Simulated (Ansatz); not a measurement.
C8H4N2 can be A, `N#Cc1ccccc1C#N`, or B, `N#Cc1cccc(C#N)c1`.

Isolated molecules relaxed with PBE0-D4/def2-TZVP in Ansatz; ΔE leaves out vibrations. CCSD(T)/CBS adds triple-zeta CCSD(T) − MP2 to the extrapolated MP2 energy (def2 sets, frozen cores). DFT in def2-TZVPP. B3LYP here is the variant with VWN-RPA as its local correlation; programs differ in this.

Which isomer does CCSD(T)/CBS put lower? Give the gap. (An estimate is asked.)

Ansatz gave: B, by 1.5 kcal/mol.

Give E(B) − E(A) in kcal/mol with r2SCAN-D4, CCSD(T)/def2-SVP, CCSD(T)/def2-TZVPP, MP2/def2-TZVPP, B3LYP, CCSD/def2-TZVPP, PBE-D4. (An estimate is asked.)

Computed: r2SCAN-D4 -1.3, CCSD(T)/def2-SVP -1.7, CCSD(T)/def2-TZVPP -1.6, MP2/def2-TZVPP -0.6, B3LYP -1.8, CCSD/def2-TZVPP -1.8, PBE-D4 -1.1. None reverses the order clearly.

Does the order hold for the free energy at 298.15 K (harmonic terms from PBE0-D4)? (Best estimate.)

The calculation gave: Yes: G(B) − G(A) = -1.5 kcal/mol.

Largest T1 diagnostic: 0.013.

Leaving LDA and LC-ωPBE aside and taking each functional with its dispersion term where it has one, the values, not all of them listed here, spread over 0.8 kcal/mol, from BHLYP-D4 to revPBE-D4. In def2-TZVPP, CCSD(T) changes the Hartree–Fock value by +1.4 kcal/mol (the triples alone add +0.2 kcal/mol) and MP2 by +2.3 kcal/mol.
